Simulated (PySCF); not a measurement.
Positional isomers: butadiene ethynyl. All species are isolated molecules in the gas phase. One relaxed conformer stands for each flexible species; it need not be the lowest. Strings in code marks are SMILES.

The HOMO–LUMO gap from two functionals at the same geometries (B3LYP-D3(BJ)/def2-TZVP), both in PySCF: PBE-D3(BJ)/def2-TZVP and ωB97X-D3(BJ)/def2-TZVP. 

```csv
species,PBE-D3(BJ)/def2-TZVP (eV)
`C#CC(=C)C=C`,3.64
`C(=C\C=C)/C#C`,3.21
`C#C/C=C\C=C`,3.25
```

Problem. What does ωB97X-D3(BJ)/def2-TZVP give for each?

Solution. 
- `C#CC(=C)C=C`: 9.78
- `C(=C\C=C)/C#C`: 9.11
- `C#C/C=C\C=C`: 9.20
Over these rows, drawn at random from the members with no instability flagged (it was tested for open shells, ions and some series alone), PBE minus ωB97X-D3(BJ): mean -6.00 eV, from -6.14 eV to -5.91 eV.
